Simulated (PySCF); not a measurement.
# AlBr, PBE: how much the basis matters

PySCF, UKS reference; singlet, unpaired electrons none; De to Al + Br without counterpoise correction.

| basis | relativity | functions | Re (Å) | ωe (cm⁻¹) | De (eV) | μ (D) |
| --- | --- | --- | --- | --- | --- | --- |
| x2c-SVPall | spin-free X2C | 50 | 2.326 | 371 | 4.69 | -1.31 |
| def2-TZVPP | no relativity | 90 | 2.337 | 359 | 4.69 | -1.67 |
| def2-TZVPPD | no relativity | 105 | 2.337 | 358 | 4.69 | -1.73 |

Task: How does each smaller set differ from the one with most functions, def2-TZVPPD?

Result: x2c-SVPall: -1.1 pm, +3.6 % in ωe, +0.00 eV in De; def2-TZVPP: +0.0 pm, +0.3 % in ωe, +0.00 eV in De. All at PBE; the set with most functions is neither the basis-set limit nor always the best. The rows treat relativity differently, so the differences are not basis effects alone.

A positive dipole means Al(−)Br(+).
